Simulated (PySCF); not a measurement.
## Removing an electron from `CCc1ccpc(C)p1`

Species: C7H10P2.
Z-matrix (Å and degrees, PBE0-D3(BJ)/def2-SVP geometry), rows numbered from 1:
```
C 
C   1  1.5265
C   2  1.5109  1  112.43
C   3  1.3954  2  118.61  1   -81.60
C   4  1.3913  3  126.69  2   178.12
P   5  1.7328  4  129.00  3    -0.31
C   6  1.7425  5  103.98  4    -0.27
C   7  1.5124  6  115.98  5  -178.75
P   7  1.7387  6  128.51  5     1.35
H   1  1.1011  2  110.69  3   -60.16
H   1  1.1011  2  111.20  3    59.26
H   1  1.1007  2  111.12  3   179.67
H   2  1.1032  1  109.78  3  -121.58
H   2  1.1025  1  109.31  3   122.01
H   4  1.0984  3  116.51  2    -2.57
H   5  1.0959  4  116.63  3   179.08
H   8  1.1011  7  111.73  6   -37.83
H   8  1.1009  7  111.64  6  -159.20
H   8  1.1029  7  110.68  6    81.41
```

Level: CAM-B3LYP/def2-SVPD (PySCF). Frontier orbitals with their largest atomic shares (Löwdin; up to four atoms above 4 %):

```json
{"orbital": "HOMO−3", "ε (eV)": "-9.55", "main atoms": "P6 25 %, P9 24 %, C7 11 %, C3 10 %"}
{"orbital": "HOMO−2", "ε (eV)": "-8.45", "main atoms": "P9 35 %, P6 32 %, C7 14 %, C3 6 %"}
{"orbital": "HOMO−1", "ε (eV)": "-8.42", "main atoms": "C7 27 %, P9 20 %, C4 12 %, P6 11 %"}
{"orbital": "HOMO", "ε (eV)": "-8.02", "main atoms": "?"}
{"orbital": "LUMO", "ε (eV)": "-0.87", "main atoms": "P6 20 %, P9 19 %, C5 18 %, C3 18 %"}
{"orbital": "LUMO+1", "ε (eV)": "-0.58", "main atoms": "C7 25 %, P9 16 %, P6 16 %, C4 13 %"}
{"orbital": "LUMO+2", "ε (eV)": "1.34", "main atoms": "C1 14 %, C4 11 %, H15 11 %, C5 9 %"}
```

Task: What vertical ionisation energy does ΔSCF give, and how far is −ε(HOMO) from it?

Result: ΔSCF: 8.58 eV (828 kJ/mol; threshold wavelength 145 nm); ⟨S²⟩ of the doublet left behind is 0.781, against 0.75 for a pure doublet. −ε(HOMO) is 8.02 eV, 0.56 eV below it. In exact Kohn–Sham theory the two would be equal; CAM-B3LYP (range-separated hybrid) falls short of its own ΔSCF value by 7 %. Holes in the HOMO−1 and HOMO−2 were tried too where these lie within 1.2 eV of the HOMO; the lowest converged state counts.

Task: On which atoms does the HOMO lie?

Result: P6 (phosphorus bonded to 2 C) 22 %, C3 (substituted aromatic carbon) 21 %, C5 (aromatic CH carbon) 17 %, P9 (phosphorus bonded to 2 C) 14 %, so no atom holds as much as 40 %. The HOMO−1 lies 0.40 eV lower.

Task: And the vertical electron affinity, the fundamental gap, Mulliken's electronegativity and the hardness (with the factor ½)?

Result: EA = 0.32 eV by ΔSCF (−ε(LUMO) = 0.87 eV). IE − EA = 8.26 eV against an orbital gap of 7.15 eV; (IE + EA)/2 = 4.45 eV; (IE − EA)/2 = 4.13 eV. Parr's electrophilicity index (IE + EA)²/[8(IE − EA)] is 1.20 eV.

Task: With α = 135.1 au, estimate the like-pair dispersion coefficient by London's formula C6 = (3/4)α²I.

Result: I = 0.3152 Eh, so C6 ≈ 4320 au; the Casimir–Polder integral at the same level gives 6140 au, 1.42 times as much.

Task: The lowest singlet excitation (vertical TDDFT, same level) lies at 4.10 eV. How far is it below IE − EA?

Result: IE − EA = 8.26 eV, so by 4.16 eV.

Task: What kinetic energy would electrons from this vertical process carry with He I light (21.218 eV)?

Result: 21.22 − 8.58 = 12.64 eV.

Geometry: PBE0-D3(BJ)/def2-SVP, one conformer, isolated molecule.
